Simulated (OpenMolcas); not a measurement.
Computed levels of 5s2 5p4 in ions with 52 electrons, in cm-1 above 3P2.

```json
{
 "Program": "OpenMolcas 26.06",
 "Method": "RASSCF",
 "Basis": "ANO-RCC-VQZP",
 "Scalar Hamiltonian": "DKH2, point nucleus",
 "Spin-orbit coupling": "state interaction with AMFI integrals over the reference wave functions, term energies averaged over their components"
}
```

Active space for each ion: 4 electrons in 9 orbitals (RAS2 5p; RAS3 5d 6s, at most 1 electron).

```tsv
Level	Te	Xe2+
3P1	4216	8670
3P0	4777	8448
1D2	12377	18820
1S0	27092	39424
```

**Question.** Estimate 3P0, 1D2, 1S0 for I+ from its neighbours Te and Xe2+.

**Answer.** 3P0 is fine structure, which grows about as the fourth power of a screened charge, so the fourth roots are averaged: ((4777^0.25 + 8448^0.25) / 2)^4 = 6417. The calculation gives 6570, so the estimate is off by -2.3 %; the measured value is 6448 (NIST Handbook of Basic Atomic Spectroscopic Data).
1D2 is another term, which grows about linearly with the charge: (12377 + 18820) / 2 = 15598. The calculation gives 15496, so the estimate is off by +0.7 %; the measured value is 13727 (NIST Handbook of Basic Atomic Spectroscopic Data).
1S0 is another term, which grows about linearly with the charge: (27092 + 39424) / 2 = 33258. The calculation gives 33155, so the estimate is off by +0.3 %; the measured value is 29501 (NIST Handbook of Basic Atomic Spectroscopic Data).

With the s shell closed, the reference lacks s² → p² mixing. Some high roots are left out of the spin-orbit mixing, which shifts the levels that they would mix with (holds for Te). No level of 5s2 5p3 6s was computed, though it lies in the active space (holds for Te). Computed and measured levels are paired by configuration, term and J; levels that our copy of the source lacks, or whose pairing is in doubt (as where it misses far off the trend of its configuration), stay unpaired and out of the deviations. Only configurations of the active space appear.
